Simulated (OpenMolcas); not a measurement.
# Pd3+: moving the ligands

Pd3+ with 6 ligands (oxide) in octahedral coordination (Oh) at 2.14 Å. A charge of +1.5 e stands 2.6 Å behind each ligand. Ligand basis ANO-RCC-VDZP.

```yaml
Program: OpenMolcas
Method: CASSCF
Basis: ANO-RCC-VDZP [6s5p3d1f]
Scalar_Hamiltonian: DKH2, point nucleus
Active_space: 7 electrons in 5 orbitals (4d)
State_averaging: 2S+1 = 4 even, 10 roots; 2S+1 = 2 even, 40 roots
Spin-orbit_coupling: state interaction with AMFI integrals over the reference wave functions
```

Runs around this geometry, states (labels of O, the rotations of Oh). Energies in cm-1 above the lowest state or level, χT in cm3 K/mol; under a threefold ground state the first gap can be a small split of the lowest multiplet, not the spin-orbit step; 10Dq and B are least-squares fits to the states below 45000 cm-1, weighted by degeneracy, with a free offset, and given where the rms deviation is under 5 % of |10Dq| (or 100 cm-1) and under 700 cm-1.

```json
{"R (Å)": "2.03", "Ground state": "2E", "First state of that spin": "14367", "10Dq": "17108", "B (rms of fit)": "720 (509)", "First gap with spin-orbit (degeneracies)": "1339 (4, 2)", "χT at 300 K": "0.693", "First state of another spin": "4T1 2004"}
{"R (Å)": "2.14", "Ground state": "4T1", "First state of that spin": "4T2 11716", "10Dq": "13995", "B (rms of fit)": "758 (532)", "First gap with spin-orbit (degeneracies)": "596.3 (2, 4)", "χT at 300 K": "2.866", "First state of another spin": "2E 1797"}
{"R (Å)": "2.24", "Ground state": "4T1", "First state of that spin": "4T2 9487", "10Dq": "11622", "B (rms of fit)": "764 (527)", "First gap with spin-orbit (degeneracies)": "804.6 (2, 4)", "χT at 300 K": "2.941", "First state of another spin": "2E 4473"}
```

Taking |10Dq| as R^-n, n = -ln(11622 / 17108) / ln(2.24 / 2.03) = 3.9 between the shortest and longest distance. The point-charge formula for a cubic d site gives n = 5.

The ground state changes within this set.

Without dynamic correlation the repulsion within the d shell is too large (B by tens of per cent), so at a given field states of lower spin stand too high. The oxide ions are held by bare point charges, a crude embedding. With metal d orbitals alone the field can be off either way by tens of per cent. Ligand-to-metal charge-transfer states are missing. With no ligand orbital active B as a rule stays too high, so bands that hang on it stand too high and its fall with covalency is understated. An orbital doublet at a regular site is open to a Jahn-Teller distortion, which this geometry leaves out (holds for R = 2.03). This shell can be high or low spin here, a state of another spin lies low, and with metal d orbitals alone active their balance is uncertain, so the ground spin may be wrong, although the usual error favours high spin (holds for R = 2.03). The least metal-like active orbital is 72 % on the metal (Löwdin) and no ligand orbital is active, so the numbers are rough (holds for R = 2.03). An orbital triplet at a regular site is open to Jahn-Teller coupling, which can distort the site and quench the lowest spin-orbit gaps and is left out (holds for R = 2.14; R = 2.24). This shell can be high or low spin here, a state of another spin lies low, and with metal d orbitals alone active their balance is uncertain, so the ground spin may be wrong (holds for R = 2.14; R = 2.24). The least metal-like active orbital is 78 % on the metal (Löwdin) and no ligand orbital is active, so the numbers are rough (holds for R = 2.14). The least metal-like active orbital is 79 % on the metal (Löwdin) and no ligand orbital is active, so the numbers are rough (holds for R = 2.24). No measured value stands beside these numbers; the geometry was imposed, not optimised, and the real ion may take another.
